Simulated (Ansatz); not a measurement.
**Pulling the pair apart**

The pair of Ag⁺ (SMILES [Ag+], atom 1) and C$_{2}$H$_{4}$ (SMILES C=C, atoms 2–7), both closed shells, in one local arrangement (a lower one may exist), relaxed at PBE0-D4/def2-TZVP:

```
7
angstrom
Ag -0.0084 0.0499 -1.9562
C -0.4603 0.4921 0.2868
C 0.4626 -0.5060 0.2573
H -0.1599 1.5311 0.3930
H -1.5215 0.2729 0.3668
H 0.1630 -1.5490 0.3131
H 1.5246 -0.2909 0.3393
```

C$_{2}$H$_{4}$ is shifted rigidly along the line between the mean atom positions of the two fragments (negative: closer). Counterpoise interaction energies in kJ/mol. Computed with Ansatz 0.2.0 (basis: def2-TZVPPD); correlated methods freeze the cores. Filled d shells of the heavier atoms are correlated. Core potentials replace the inner electrons of the atoms past krypton.

```tsv
shift (Å)	r2SCAN-D4	PBE0-D4	MP2
-0.23	-177.8	-151.7	-145.6
-0.12	-191.3	-168.5	-160.5
0.00	-192.3	-172.6	-163.0
0.12	-186.2	-169.3	-158.1
0.28	-171.7	-158.0	-144.7
0.58	-139.4	-130.0	-113.7
1.17	-85.6	-79.1	-63.9
2.33	-33.5	-27.3	-20.7
```

Task: What does CCSD(T) give at these shifts? (To be estimated.)

Result: By the calculation: -113.5, -134.6, -142.0, -141.0, -131.7, -105.7, -60.1, -19.8 kJ/mol. For zero shift, CCSD(T) at an estimated basis limit (MP2 extrapolated from triple and quadruple zeta, plus CCSD(T) − MP2 in triple zeta) gives -158.2 kJ/mol. These are counterpoise interaction energies, counted from the two frozen fragments.

T1 diagnostic: at most 0.012. The restricted Hartree–Fock reference is unstable towards an unrestricted one here.

For scale, one of the runs: CCSD(T)/def2-TZVPPD, 198 basis functions, launched by `ansatz run in.yaml --threads 4 --pin off --events-out ev --progress --plain --max-ram 9574MiB`. The run took 22 s on 4 CPU threads of an Arm Neoverse V2 (shared host), with 1.8 GiB of host memory at its peak.
